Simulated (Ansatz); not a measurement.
Breaking the N2–H5 bond in aminoborane (SMILES BN) (multiplicity 1 held, fragments rigid). Energies count from the point at 1.007 Å.
Geometry at that point (charge 0, multiplicity 1):
```xyz
6

B     -0.776     0.045    -0.003
N      0.609    -0.035     0.002
H     -1.414    -0.963    -0.031
H     -1.294     1.119     0.020
H      1.210     0.773     0.025
H      1.113    -0.907    -0.016
```

Signs of static correlation in cc-pVDZ, with CASSCF(2,2), from Ansatz (an electronic-structure program) runs.

| R (Å) | T1 of restricted CCSD | ⟨S²⟩ of UHF | largest double amplitude of restricted CCSD | weight of the CASSCF reference in MRCISD | CASSCF natural occupations |
|---|---|---|---|---|---|
| 0.806 | 0.014 | 0.000 | 0.059 | 0.917 | 1.99 0.01 |
| 0.906 | 0.014 | 0.000 | 0.060 | 0.917 | 1.99 0.01 |
| 1.007 | 0.014 | 0.000 | 0.060 | 0.916 | 1.98 0.02 |
| 1.108 | 0.015 | 0.000 | 0.061 | 0.915 | 1.98 0.02 |
| 1.208 | 0.015 | 0.000 | 0.062 | 0.914 | 1.97 0.03 |
| 1.359 | 0.016 | 0.000 | 0.063 | 0.914 | 1.94 0.06 |
| 1.510 | 0.018 | 0.030 | 0.063 | 0.913 | 1.91 0.09 |
| 1.762 | 0.021 | 0.602 | 0.143 | 0.912 | 1.82 0.18 |
| 2.014 | 0.024 | (withheld) | 0.265 | 0.911 | 1.68 0.32 |
| 2.316 | 0.028 | 0.953 | 0.411 | 0.910 | 1.50 0.50 |
| 2.719 | 0.033 | 1.004 | (withheld) | 0.909 | 1.29 0.71 |
| 3.222 | 0.038 | 1.019 | 0.717 | 0.909 | 1.13 0.87 |

Problem. Fill in the missing entries.

Solution. 
- 2.014, ⟨S²⟩ of UHF: 0.839
- 2.719, largest double amplitude of restricted CCSD: 0.576

Doubts at one or more of the structures used: a restricted determinant that unrestricted orbitals would lower (R-CCSD(T)/cc-pVDZ); other coupled-cluster roots lie near (R-CCSD(T)/cc-pVDZ); a spin-contaminated determinant (U-CCSD(T)/cc-pVDZ); T1 above 0.05 (U-CCSD(T)/cc-pVDZ).
